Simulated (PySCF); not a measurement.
**TDDFT excited states: [C7H10N]+**

C₇H₁₀N (charge +1).
Numbering: `[CH3:1][c:2]1[cH:3][cH:4][cH:5][n+:6]([CH3:7])[cH:8]1` (hydrogens: H9, H10, H11 on C1; H12 on C3; H13 on C4; H14 on C5; H15, H16, H17 on C7; H18 on C8)

Theory: PySCF, TDDFT PBE0/def2-SVPD, vertical, gas phase, core orbitals frozen in the response. Geometry: GFN2-xTB; no solvent, vibrations or thermal averaging.

```json
{"state": "S1", "λ (nm)": "236.9", "E (eV)": "5.23", "f": "0.078", "|μ| (D)": "1.99", "main configurations (H = HOMO, L = LUMO)": "H→L (87%), H-1→L+1 (11%)"}
{"state": "S2", "λ (nm)": "206.9", "E (eV)": "5.99", "f": "0.012", "|μ| (D)": "0.71", "main configurations (H = HOMO, L = LUMO)": "H-1→L (59%), H→L+1 (39%)"}
{"state": "S3", "λ (nm)": "179.7", "E (eV)": "6.90", "f": "0.0014", "|μ| (D)": "0.23", "main configurations (H = HOMO, L = LUMO)": "H-2→L (91%)"}
{"state": "S4", "λ (nm)": "179.2", "E (eV)": "6.92", "f": "0.641", "|μ| (D)": "4.94", "main configurations (H = HOMO, L = LUMO)": "H→L+1 (56%), H-1→L (38%)"}
{"state": "S5", "λ (nm)": "173.2", "E (eV)": "7.16", "f": "0.0082", "|μ| (D)": "0.55", "main configurations (H = HOMO, L = LUMO)": "H-3→L (93%)"}
{"state": "S6", "λ (nm)": "171.7", "E (eV)": "7.22", "f": "0.259", "|μ| (D)": "3.07", "main configurations (H = HOMO, L = LUMO)": "H-1→L+1 (78%), H→L (9%)"}
```

Triplets, Tamm–Dancoff:

| state | E (eV) | λ (nm) | main configurations (H = HOMO, L = LUMO) |
| --- | --- | --- | --- |
| T1 | 3.83 | 323.8 | H→L (98%) |
| T2 | 4.21 | 294.2 | H-1→L (57%), H→L+1 (37%) |

The lowest singlet comes at 237 nm (505 kJ/mol) in the ultraviolet; it is of moderate strength; its leading configuration is HOMO→LUMO (87%). The strongest level in the table is S4 at 6.92 eV (179 nm, f = 0.641). Löwdin shares by element: HOMO carbon 68% or more (atoms not listed hold the other 32%); LUMO carbon 51% or more, nitrogen 20% (atoms not listed hold the other 29%). Of the 6 states listed, 4 reach f = 0.01 and none stays under 0.0005. The listed states span 1.99 eV, and the widest gap between neighbours is 0.90 eV (S2 to S3). The oscillator strengths of these states sum to 0.999; summed over the whole spectrum of an exact calculation they would give the number of electrons, 58 (Thomas–Reiche–Kuhn). Singlets were solved by full linear response, triplets in the Tamm–Dancoff approximation.
